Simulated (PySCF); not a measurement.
In(H)2(nPr) (C3H9In), SMILES CC[CH2][InH2]. Atoms are numbered in the order given.

```xyz
13

In     0.0272    -1.0866     0.0000
H     -1.1461    -2.3918     0.0000
H      1.7406    -1.4722     0.0000
C     -0.6295     1.0087     0.0000
C      0.4869     2.0588     0.0000
C     -0.0381     3.4987     0.0000
H     -1.2947     1.1306    -0.8842
H     -1.2947     1.1306     0.8842
H      1.1473     1.9100    -0.8828
H      1.1473     1.9100     0.8828
H     -0.6672     3.6956     0.8936
H      0.7877     4.2401     0.0000
H     -0.6672     3.6956    -0.8936
```

Coordinates come from a PBE-D3(BJ)/def2-SVP optimisation. The structure was generated by enumeration; whether it is a known compound was not checked. The def2 effective core potentials stand for the cores of In; spin–orbit coupling is left out. The values are those of a single conformer.

Method: PBE-D3(BJ)/def2-SVP (PySCF).

Frequencies are harmonic and unscaled.

| mode | ν (cm⁻¹) | IR (km/mol) | Raman (Å⁴/amu) | depolarisation | moving atoms (share of kinetic energy) |
|---|---|---|---|---|---|
| 1 | 56 | 0.0 | 13.4 | 0.75 | H 87 %, C 12 % |
| 2 | 96 | 0.4 | 3.1 | 0.75 | C 54 %, H 44 % |
| 3 | 134 | 1.1 | 0.6 | 0.37 | C 56 %, H 36 % |
| 4 | 252 | 0.0 | 0.1 | 0.75 | H 94 % |
| 5 | 267 | 6.2 | 7.0 | 0.19 | C 61 %, H 23 %, In 16 % |
| 6 | 338 | 45.9 | 12.2 | 0.64 | H 82 %, C 13 % |
| 7 | 431 | 50.0 | 6.4 | 0.75 | H 97 % |
| 8 | 552 | 48.8 | 10.6 | 0.11 | C 58 %, H 37 % |
| 9 | 586 | 167.6 | 45.1 | 0.63 | H 93 % |
| 10 | 620 | 53.2 | 2.0 | 0.75 | H 83 %, C 16 % |
| 11 | 756 | 1.0 | 0.4 | 0.75 | H 87 %, C 13 % |
| 12 | 880 | 0.3 | 1.1 | 0.32 | H 53 %, C 47 % |
| 13 | 950 | 8.1 | 0.3 | 0.75 | H 91 %, C 8 % |
| 14 | 1014 | 5.4 | 0.3 | 0.51 | C 53 %, H 47 % |
| 15 | 1063 | 14.0 | 20.4 | 0.54 | C 62 %, H 37 % |
| 16 | 1113 | 8.6 | 53.8 | 0.23 | H 62 %, C 38 % |
| 17 | 1178 | 1.0 | 0.2 | 0.75 | H 65 %, C 35 % |
| 18 | 1271 | 0.1 | 8.8 | 0.75 | H 91 %, C 9 % |
| 19 | 1293 | 10.3 | 15.8 | 0.34 | H 70 %, C 30 % |
| 20 | 1342 | 2.3 | 3.0 | 0.72 | H 77 %, C 23 % |
| 21 | 1382 | 0.9 | 9.4 | 0.75 | H 88 %, C 12 % |
| 22 | 1410 | 1.1 | 25.2 | 0.70 | H 95 % |
| 23 | 1417 | 7.7 | 22.3 | 0.75 | H 97 % |
| 24 | 1426 | 3.2 | 4.9 | 0.75 | H 93 % |
| 25 | 1684 | 190.4 | 333.1 | 0.09 | H 100 % |
| 26 | 1693 | 322.9 | 158.7 | 0.58 | H 99 % |
| 27 | 2955 | 1.0 | 198.0 | 0.07 | H 95 % |
| 28 | 2959 | 28.8 | 161.5 | 0.02 | H 97 % |
| 29 | 2961 | 40.0 | 21.9 | 0.04 | H 95 % |
| 30 | 2991 | 2.0 | 156.3 | 0.75 | H 91 %, C 9 % |
| 31 | 3013 | 20.2 | 8.3 | 0.75 | H 91 %, C 9 % |
| 32 | 3047 | 34.8 | 48.7 | 0.75 | H 91 %, C 9 % |
| 33 | 3050 | 29.5 | 148.6 | 0.61 | H 91 %, C 9 % |
